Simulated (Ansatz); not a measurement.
Species: HSeO, net charge 0, doublet state. SMILES: [O][SeH]

Atoms: Se1, H2, O3. Bonds: Se1-H2, Se1-O3.

Bond lengths (Å) and angles (degrees) optimised at HF/STO-3G with Ansatz (an electronic-structure program); PBE/6-31G* with LANL2DZ past Ar with Ansatz; MP2/6-31G* with LANL2DZ past Ar with Ansatz, each started from the B3LYP-D3(BJ)/def2-TZVP structure (Ansatz) of the last column. A row stands for all coordinates that are equal there. 6-31G* holds six Cartesian d functions. No wavenumbers were computed at HF/STO-3G, PBE/6-31G* with LANL2DZ past Ar, MP2/6-31G* with LANL2DZ past Ar, so these may be saddle points.

| coordinate | HF/STO-3G | PBE/6-31G* with LANL2DZ past Ar | MP2/6-31G* with LANL2DZ past Ar | B3LYP-D3(BJ)/def2-TZVP |
|---|---|---|---|---|
| Se1-H2 | 1.449 | 1.560 | 1.511 | 1.504 |
| Se1-O3 | 1.819 | 1.736 | 1.709 | 1.670 |
| H2-Se1-O3 | 95.1 | 101.9 | 99.4 | 101.4 |

Mean signed difference of all 2 bond lengths from B3LYP-D3(BJ)/def2-TZVP: HF/STO-3G 0.047 Å, PBE/6-31G* with LANL2DZ past Ar 0.061 Å, MP2/6-31G* with LANL2DZ past Ar 0.023 Å.
